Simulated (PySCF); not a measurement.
**Polarisability and C₆ of N⁺ (nitrogen, charge +1)**

[He] 2s2 2p2, high-spin 3P determinant. All numbers are calculated (PySCF 2.14, scalar relativity by spin-free X2C-1e, in aug-cc-pVQZ-DK (6s5p4d3f2g, 80 functions)). Coupled (time-dependent) response in atomic units; α is the mean over directions.

```
 method  mean α (bohr³)         α xx, yy, zz  C₆ (like pair)  S(−4)
    UHF           3.922  3.988, 3.889, 3.889           8.211  13.36
    PBE           3.912  3.918, 3.908, 3.908           8.475  10.40
   PBE0           3.862  3.888, 3.849, 3.849           8.293  10.45
r2SCANh           3.932  3.961, 3.917, 3.917           8.642  11.09
  B3LYP           3.826  3.864, 3.806, 3.806           8.206  9.896
```

S(−4) is the Cauchy moment in α(ω) = α(0) + S(−4) ω² + …

α(iu) at B3LYP:

```csv
u (hartree),α(iu) (bohr³)
0,3.826
0.0500,3.801
0.100,3.731
0.200,3.484
0.300,3.162
0.500,2.513
0.750,1.875
1.00,1.429
1.50,0.8917
2.00,0.6033
3.00,0.3260
5.00,0.1391
```

For an ion, C₆ is the dispersion term alone; charge-induced terms of lower order in 1/R come first.

The components differ because the open shell of this determinant is not spherical; for a pure term their mean is the scalar polarisability.
